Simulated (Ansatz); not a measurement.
Relaxation of AlFH$_{5}$NO (9 atoms, charge 0, multiplicity 1), to a largest force component of 0.03 eV/Å in at most 50 steps.

Level of theory: RKS B3LYP/cc-pVDZ in Ansatz.

```xyz
9
Properties=species:S:1:pos:R:3
Al 0.070 0.525 -0.330
F -0.021 -0.225 2.452
N 1.657 0.070 -1.008
H 1.815 -0.770 -1.558
H 2.545 0.521 -0.811
H -1.263 -0.235 -0.688
O -0.087 1.997 0.640
H 0.669 2.590 0.740
H -0.189 0.690 2.406
```

Where does it end, and by what steps?

It converged. After 23 steps the energy has fallen by 1.220 eV; H9 moved furthest, 1.48 Å. Parted: F2–H9 (0.93 → 2.73 Å). Joined: Al1–F2 (2.88 → 1.71 Å), O7–H9 (2.20 → 0.97 Å).

```json
{"step": "0", "energy less start (eV)": "0.0000", "largest force component (eV/Å)": "0.500", "accepted": "yes"}
{"step": "1", "energy less start (eV)": "-0.1569", "largest force component (eV/Å)": "0.712", "accepted": "yes"}
{"step": "2", "energy less start (eV)": "-0.2535", "largest force component (eV/Å)": "1.180", "accepted": "yes"}
{"step": "3", "energy less start (eV)": "-0.3376", "largest force component (eV/Å)": "1.515", "accepted": "yes"}
{"step": "4", "energy less start (eV)": "-0.3935", "largest force component (eV/Å)": "0.569", "accepted": "yes"}
{"step": "5", "energy less start (eV)": "-0.4180", "largest force component (eV/Å)": "0.274", "accepted": "yes"}
{"step": "6", "energy less start (eV)": "-0.4362", "largest force component (eV/Å)": "0.297", "accepted": "yes"}
{"step": "7", "energy less start (eV)": "-0.5187", "largest force component (eV/Å)": "1.173", "accepted": "yes"}
{"step": "8", "energy less start (eV)": "-0.6228", "largest force component (eV/Å)": "1.995", "accepted": "yes"}
{"step": "9", "energy less start (eV)": "-0.7643", "largest force component (eV/Å)": "1.613", "accepted": "yes"}
{"step": "10", "energy less start (eV)": "-1.0037", "largest force component (eV/Å)": "1.127", "accepted": "yes"}
{"step": "11", "energy less start (eV)": "-1.0879", "largest force component (eV/Å)": "0.856", "accepted": "yes"}
{"step": "12", "energy less start (eV)": "-1.1420", "largest force component (eV/Å)": "0.512", "accepted": "yes"}
{"step": "13", "energy less start (eV)": "-1.1636", "largest force component (eV/Å)": "0.389", "accepted": "yes"}
{"step": "14", "energy less start (eV)": "-1.1272", "largest force component (eV/Å)": "0.575", "accepted": "no"}
{"step": "15", "energy less start (eV)": "-1.1893", "largest force component (eV/Å)": "0.182", "accepted": "yes"}
{"step": "16", "energy less start (eV)": "-1.1962", "largest force component (eV/Å)": "0.239", "accepted": "yes"}
{"step": "17", "energy less start (eV)": "-1.2027", "largest force component (eV/Å)": "0.413", "accepted": "yes"}
{"step": "18", "energy less start (eV)": "-1.2097", "largest force component (eV/Å)": "0.292", "accepted": "yes"}
{"step": "19", "energy less start (eV)": "-1.2174", "largest force component (eV/Å)": "0.203", "accepted": "yes"}
{"step": "20", "energy less start (eV)": "-1.2171", "largest force component (eV/Å)": "0.302", "accepted": "no"}
{"step": "21", "energy less start (eV)": "-1.2192", "largest force component (eV/Å)": "0.078", "accepted": "yes"}
{"step": "22", "energy less start (eV)": "-1.2198", "largest force component (eV/Å)": "0.070", "accepted": "yes"}
{"step": "23", "energy less start (eV)": "-1.2200", "largest force component (eV/Å)": "0.028", "accepted": "yes"}
```

```xyz
9
Properties=species:S:1:pos:R:3
Al -0.028 -0.091 0.235
F 0.226 -0.733 1.801
N 1.549 0.351 -0.627
H 1.604 0.320 -1.646
H 2.419 -0.049 -0.274
H -1.357 -0.444 -0.541
O -0.080 1.868 0.790
H 0.813 1.953 0.357
H 0.052 1.988 1.746
```

Whether the end is a true minimum wasn't checked by a vibrational analysis.

The run took 51 s on 2 threads of Arm Neoverse V1, on a shared host, peak memory 0.16 GiB.
